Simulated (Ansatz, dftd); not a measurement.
Reaction: CH6SSi (methylsulfanylsilane, SMILES S([SiH3])C) → CH5SSi (SMILES CS[SiH2], doublet) + H (doublet) (the H-Si bond breaks)
Each species at its own B3LYP-D3(BJ)/def2-TZVP minimum (Ansatz, a first-principles code).

Quantity: bond dissociation energy (electronic), in kcal/mol. Open shells are spin-unrestricted; no spin-orbit coupling. CBS(X,Y): correlation extrapolated as X^-3, Hartree-Fock from the larger set. A bracket is a step between two methods taken in the basis named. The functionals are non-relativistic, so their misses hold any scalar relativity. '+ core + X2C': CCSD(T) terms for core correlation (cc-pwCVTZ, 1s frozen past Ne) and scalar relativity (cc-pVTZ-DK). Where a partner has so few electrons that a lower coupled-cluster level is exact, that level stands in.

Compared with CCSD(T)/CBS(cc-pV(T+d)Z,cc-pV(Q+d)Z) + [CCSDT(Q) - CCSD(T)]/cc-pV(D+d)Z + core + X2C (Ansatz): 94.4 kcal/mol.

Problem. Rank these levels by how close they come to it, closest first: CAM-B3LYP-D4/def2-TZVPD (Ansatz + dftd4); wB97X-V/def2-TZVPD (Ansatz); PBE-D3(BJ)/def2-TZVPD (Ansatz + dftd3).

Solution. wB97X-V/def2-TZVPD (94.3 kcal/mol, difference -0.1), CAM-B3LYP-D4/def2-TZVPD (93.1 kcal/mol, difference -1.3), PBE-D3(BJ)/def2-TZVPD (87.3 kcal/mol, difference -7.1)
